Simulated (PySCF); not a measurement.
# Mayer bond orders and bond lengths

C₇H₇N.
SMILES with atom numbers: `[N:1]#[C:2][C@:3]12[CH2:4][C@@H:5]3[C@H:6]([CH2:7]1)[C@H:8]23` (hydrogens: H9, H10 on C4; H11 on C5; H12 on C6; H13, H14 on C7; H15 on C8)

Geometry (PBE0-D3(BJ)/def2-SVP, Å), atoms numbered from 1 in this order:
```xyz
15
C7H7N angstrom
N     -1.588    2.485   -1.256
C     -1.073    1.535   -0.835
C     -0.438    0.358   -0.302
C      1.106    0.228   -0.269
C      0.893   -0.697    0.914
C     -0.377   -1.502    0.648
C     -0.926   -1.060   -0.695
C     -0.457   -0.112    1.208
H      1.576    1.172    0.038
H      1.585   -0.156   -1.184
H      1.636   -1.040    1.635
H     -0.571   -2.438    1.173
H     -0.508   -1.483   -1.623
H     -2.024   -1.109   -0.716
H     -0.911    0.308    2.104
```

Bond orders from the PBE0/pcSseg-1 density (PySCF). Geometry: PBE0-D3(BJ)/def2-SVP; no solvent, vibrations or thermal averaging.

How far do the computed orders between heavy atoms stray from the drawn ones?

The largest departure is 0.130, at C8–C3 (drawn single, 0.870). Drawn single, order below 0.88: C8–C3 (0.870).

Give the Mayer order of every bond, beside its length.

```tsv
bond	drawn as	length (Å)	Mayer order
N1–C2	triple	1.159	3.072
C2–C3	single	1.440	0.993
C3–C4	single	1.550	0.949
C4–C5	single	1.517	0.963
C5–C6	single	1.527	0.927
C6–C7	single	1.517	0.963
C6–C8	single	1.501	0.883
C7–C3	single	1.550	0.949
C8–C3	single	1.581	0.870
C8–C5	single	1.501	0.883
C4–H9	single	1.099	0.945
C4–H10	single	1.102	0.948
C5–H11	single	1.091	0.983
C6–H12	single	1.091	0.983
C7–H13	single	1.102	0.948
C7–H14	single	1.099	0.945
C8–H15	single	1.089	1.014
```

By pair of heavy elements: C–C: lowest C8–C3 (0.870, 1.581 Å), highest C2–C3 (0.993, 1.440 Å); in 12 of the 36 pairs the longer bond (by over 0.003 Å) has the higher order (by 0.02 or more).

Sum the orders of all bonds at each heavy atom with more than one neighbour and set the sums beside the valence in the SMILES.

C2 4.065 (drawn 4), C3 3.761 (drawn 4), C4 3.805 (drawn 4), C5 3.756 (drawn 4), C6 3.756 (drawn 4), C7 3.805 (drawn 4), C8 3.650 (drawn 4). Orders between atoms that aren't bonded are not in these sums.

Mayer orders depend on the basis set.
